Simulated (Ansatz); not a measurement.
AgCl, charge +1, doublet, at a GFN2-xTB geometry (such geometries of metal compounds can be far from the true shape) (the multiplicity is a formal guess) (core potentials on Ag); PBE/def2-SVP (Ansatz, a program for electronic structure).

The Ansatz input:
Ansatz 0.2 input:
```yaml
crystal:
  periodic: [false, false, false]
  atoms:
    - {symbol: Ag, position_ang: [-0.00000000, -0.00000000, -0.60768631]}
    - {symbol: Cl, position_ang: [0.00000000, 0.00000000, 1.68007392]}
basis:
  gaussian:
    orbitals: def2-SVP
hamiltonian:
  xc: pbe
total_charge: 1
magnetization: {spin_polarized: true, initial_magnetization: 1}
```

Write the output that Ansatz gives for this input, abridged.


```
Functional definition: PBE
477 factors; their error is unknown
mean field evaluation 1: about -16497.6759 eV, gradient 3.4e1 eV
mean field evaluation 2: about -16443.8756 eV, gradient 1.2e2 eV
mean field evaluation 4: about -16498.9281 eV, gradient 2.5e1 eV
mean field evaluation 8: about -16503.5140 eV, gradient 5.7e-2 eV
mean field evaluation 16: about -16503.4948 eV, gradient 6.4e-5 eV
mean field evaluation 32: about -16496.0179 eV, gradient 2.5e1 eV
mean field evaluation 64: about -16503.3088 eV, gradient 1.9e0 eV
mean field -16503.49484316 eV, -606.4922490156 hartree, gradient 2.8e-6 eV, S^2 0.752052; 10 other end points of the search recorded, 0 dependent functions left out
reference -16503.49489480 eV, -606.4922509132 hartree; 18, 17 occupied and 31, 32 virtual orbitals, 477 factors
Total energy: -16503.49489480 eV, -606.4922509132 hartree
```
